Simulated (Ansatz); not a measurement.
System: sum formula Si$_{2}$N$_{2}$H$_{7}$ (charge 0, doublet). It need not be the lowest isomer of its formula. 
Coordinates optimised at B3LYP-D3(BJ)/def2-TZVP (Ansatz, a first-principles code):
SMILES: N([SiH3])[SiH]N
```xyz
11

N     -2.1659     1.0068     0.4227
Si    -1.1850    -0.2385    -0.2396
N      0.3799    -0.0955     0.4920
Si     1.9556    -0.3290    -0.1924
H     -3.1705     0.9566     0.4327
H     -1.8183     1.9330     0.6225
H     -0.9117    -0.1613    -1.7105
H      0.3536    -0.0013     1.5003
H      2.8875     0.7042     0.3232
H      1.8353    -0.2127    -1.6607
H      2.5391    -1.6536     0.1380
```
Charge 0, spin multiplicity 2.

Parts of the frozen-core correlation energy in STO-3G (Ansatz, hartree). Frozen orbitals: 12; correlated occupied orbitals by spin: 13 and 12; virtual: 10 and 11. Open shells are spin-unrestricted. Spin-orbit coupling is left out. Non-relativistic.

| term | value |
|---|---|
| reference (HF) | -682.75132 |
| MP2 opposite-spin | -0.13812 |
| MP2 same-spin | -0.01962 |
| CCSD correlation | -0.20753 |
| (T) | -0.00337 |
| T1 diagnostic | 0.015 |
| largest doubles amplitude | 0.042 |
| <S^2> of the reference | 0.753 |
